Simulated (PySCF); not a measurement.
Worked example: oscillator strength and radiative lifetime

2-hydroxy-1,3,2-dioxaborolane (C₂H₅BO₃), SMILES OB1OCCO1.

The structure is a stationary point at PBE0-D3(BJ)/def2-SVP. The geometry has at least one imaginary mode, so it is a saddle point at that level. Other conformers were not sampled.

TDDFT-PBE0/def2-SVPD run with PySCF puts the first singlet state with f over 0.02 at 8.45 eV (vertical), with the transition dipole (-0.339, 0.040, 0.000) in atomic units.

Q: Find the oscillator strength, the wavelength and the radiative lifetime that this transition would have in vacuum if emission retraced absorption.

A: 
|μ|² = 0.1165 au, so |μ| = 0.87 D. ΔE = 8.45/27.211 = 0.3105 hartree. f = (2/3) ΔE |μ|² = 0.024 (the program prints 0.024).
λ = 1239.84/8.45 = 147 nm; ν = 68154 cm⁻¹.
Einstein's coefficient A = 0.6670 ν² f s⁻¹ (ν in cm⁻¹) = 7.5e7 s⁻¹, so τ = 1/A = 13 ns. This state is S5; the lower singlets have f = 0.000, 0.000, 0.008, 0.004. The figure is the radiative limit of this one transition; relaxation, internal conversion, crossing to triplets and a medium change what is measured.
